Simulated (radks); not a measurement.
Values are calculated unless marked as measured or tabulated.
Q: Valence configurations of Al I (all share [Ne]). Level of theory: Dirac Kohn-Sham, LDA (Slater exchange, Perdew-Wang correlation), spin-unpolarised, spherical densities, finite nucleus; open shells are shared between the two j in proportion to 2j + 1; Fermi nuclear charge, rms radius 3.061 fm (a radial shooting solver on a logarithmic mesh with Libxc functionals). Order these by energy: 3s2 3p1; 3s1.5 3p1.5; 3s1 3p2; 3p3.

A: From the lowest, in eV above it: 3s2 3p1 0.000; 3s1.5 3p1.5 2.551; 3s1 3p2 5.155; 3p3 10.505. NIST lists [Ne] 3s2 3p1 as the ground configuration; this level of theory agrees among the configurations tried. The energies are those of spherical spin-averaged densities, not of single terms.
